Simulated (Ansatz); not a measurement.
Species: PbBr2, charge 0, singlet. PbBr2 (SMILES [Br][Pb][Br]).
B3LYP-D3(BJ)/def2-TZVP minimum from Ansatz (a first-principles code):
```
Pb
Br 1 2.6339
Br 1 2.6339 2 100.51
```
Charge 0, spin multiplicity 1.

Total energies in def2-TZVPP, 18 correlated electrons, 37 frozen orbitals. UHF or UKS for unpaired electrons; spin-orbit terms are left out. Correlated methods leave the cores frozen (noble-gas shells, and filled d and f shells in the p block). Past Kr the def2 sets carry scalar-relativistic core potentials. Spin-orbit terms, left out, reach several kcal/mol for Br and I, and more for heavier atoms.

```json
[
 {"method": "HF", "program": "Ansatz", "energy (Eh)": "-5336.79821", "minus CCSDT(Q) (mEh)": "440.56"},
 {"method": "MP2", "program": "Ansatz", "energy (Eh)": "-5337.18639", "minus CCSDT(Q) (mEh)": "52.39"},
 {"method": "CCSD", "program": "Ansatz", "energy (Eh)": "-5337.21825", "minus CCSDT(Q) (mEh)": "20.52"},
 {"method": "CCSD(T)", "program": "Ansatz", "energy (Eh)": "-5337.23670", "minus CCSDT(Q) (mEh)": "2.08"},
 {"method": "CCSDT(Q)", "program": "Ansatz", "energy (Eh)": "-5337.23877", "minus CCSDT(Q) (mEh)": "0.00"}
]
```

Rough core times of Ansatz's runs on a shared machine: CCSD(T) under 20 s, CCSDT(Q) 20 min.
